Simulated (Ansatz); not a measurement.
Basis-set extrapolation for C₇H₁₄, SMILES `CC1CCCCC1` (PBE0-D4/def2-TZVP geometry, frozen core, the Gaussian-basis code of Ansatz). Multiplicity 1, RHF reference.

```json
{"": "HF", "def2-TZVPP": "-273.337399", "def2-QZVPP": "-273.349941"}
{"": "MP2 correlation", "def2-TZVPP": "-1.219396", "def2-QZVPP": "-1.294109"}
{"": "CCSD(T) correlation", "def2-TZVPP": "-1.342069", "def2-QZVPP": "not run"}
```

Energies in hartree. Use E(X) = E(∞) + A·exp(−7.88·√X) for Hartree–Fock and E(X) = E(∞) + B·X^(−2.97) for correlation, with X = 3 and 4, and add CCSD(T) minus MP2 of the smaller set to the MP2 limit.

What is the CCSD(T) energy at the basis-set limit?

HF limit: -273.349941 + (-0.012542) × 0.13774 = -273.35167. MP2 limit: -1.294109 + (-0.074713) × 0.74074 = -1.34945. Higher-order term: -1.342069 − (-1.219396) = -0.12267. Total: -274.82379 hartree, 90.6 kcal/mol below CCSD(T)/def2-TZVPP.
